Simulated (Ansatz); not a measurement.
Reaction (substitution at a C–S bond): `CSBCl` + `[NH2][GeH2][OH]` → `C[NH][GeH2][OH]` + `SBCl`

Calculated with Ansatz (gas phase, PBE0-D4/def2-TZVP geometries, no zero-point term in ΔE). CBS: MP2 limit from def2 TZ/QZ plus the TZ coupled-cluster correction, frozen cores. This one scheme is used for every species. Functionals use def2-TZVPP. B3LYP here is the variant with VWN-RPA as its local correlation; programs differ in this. For Ge outer-core shells are correlated without core-valence functions, which leaves a few kJ/mol of doubt a bond. Scalar relativity is left out up to krypton. Each species was taken in one conformer, which may not be the lowest.

```tsv
level	ΔE (kJ/mol)	difference from CCSD(T)/CBS
PBE-D4	27.6	0.5
r2SCAN-D4	29.1	2.0
PBE0-D4	27.4	0.3
B3LYP-D4	24.4	-2.7
ωB97X-V	24.1	-3.0
ωB97M-V	26.1	-1.0
PBE	28.1	1.0
r2SCAN	29.3	2.2
B3LYP	25.0	-2.1
HF/def2-TZVPP	21.3	-5.8
MP2/def2-TZVPP	27.1	0.0
SCS-MP2/def2-TZVPP	24.4	-2.7
CCSD/def2-TZVPP	22.4	-4.7
HF/def2-QZVPP	21.6	-5.5
SCS-MP2/def2-QZVPP	26.7	-0.4
HF/CBS(def2)	21.7	-5.4
CCSD(T)/CBS	27.1	0
```

Largest T1 diagnostic among the species: 0.013.
